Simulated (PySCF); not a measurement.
```xyz
4
charge 0 multiplicity 1, angstrom
In    0.0000    0.0000    0.0000
H     1.7367    0.0000    0.0000
H    -0.8683    1.5040    0.0000
H    -0.8683   -1.5040    0.0000
```

These are results of PBE in PySCF with In def2-TZVP with ECP28, H def2-TZVP; scalar-relativistic core potentials, no spin–orbit coupling; density-fitted integrals, not measurements.

This geometry of InH₃ is a stationary point at this level.

(1) What is the point group?

(2) Is it a minimum?

(3) Which band is strongest in the infrared?

(4) Give the atomic charges and bond orders.

(5) What is the atomisation energy, with and without zero-point energy?

Results:

(1) D3h.

(2) Yes: all harmonic wavenumbers are real.

(3) 1755 cm⁻¹ (e'), 580 km/mol.

(4) 
| atom | Mulliken | Löwdin | polar tensor | Mayer order to In1 |
| --- | --- | --- | --- | --- |
| In1 | 0.34 | 0.25 | 0.98 | – |
| H2,3,4 | -0.11 | -0.08 | -0.33 | 0.91 |

(5) 696 kJ/mol without, 654 kJ/mol with.
